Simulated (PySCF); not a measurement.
## A small calculation by hand: chemical shift, span and skew from a shielding tensor

Al(H)(OH)(nPr) (C3H9AlO), SMILES [OH][AlH][CH2]CC. Atoms are numbered in the order given.

```xyz
14

Al    -0.4402     1.2038     0.5767
H     -2.0060     1.3190     0.8253
O      0.5675     2.5083     1.0358
H      0.2734     3.3297     1.4397
C      0.4377    -0.3464    -0.2328
C     -0.4682    -1.5372    -0.5872
C      0.2820    -2.7096    -1.2213
H      1.2450    -0.6727     0.4515
H      0.9717     0.0054    -1.1374
H     -0.9929    -1.8915     0.3189
H     -1.2696    -1.2072    -1.2734
H      0.7825    -2.4000    -2.1541
H     -0.3934    -3.5467    -1.4636
H      1.0626    -3.0924    -0.5426
```
Charge 0, spin multiplicity 1.

Geometry: B3LYP-D3(BJ)/def2-SVP. The structure was generated by enumeration; whether it is a known compound was not checked. The values are those of a single conformer.

GIAO shieldings from KT2/pcSseg-1 run with PySCF, non-relativistic, no solvent. The symmetric part of the tensor of C7 has the principal values 144.9, 152.4, 184.3 ppm. The same nucleus in TMS has σ = 185.1 ppm at this level (PySCF, at its B3LYP-D3(BJ)/def2-TZVP geometry).

Problem. Work out the isotropic shielding, the ¹³C shift against TMS, the span and the skew.

Solution. 
σ(iso) = (σ11 + σ22 + σ33)/3 = 160.5 ppm. δ = σ(ref) − σ(iso) = 185.1 − (160.5) = 24.6 ppm.
Span Ω = σ33 − σ11 = 39.4 ppm. Skew κ = 3(σ(iso) − σ22)/Ω = 0.62. Tumbling in solution averages the tensor to δ; in a static solid the shielding alone would spread this spin-1/2 line over Ω.
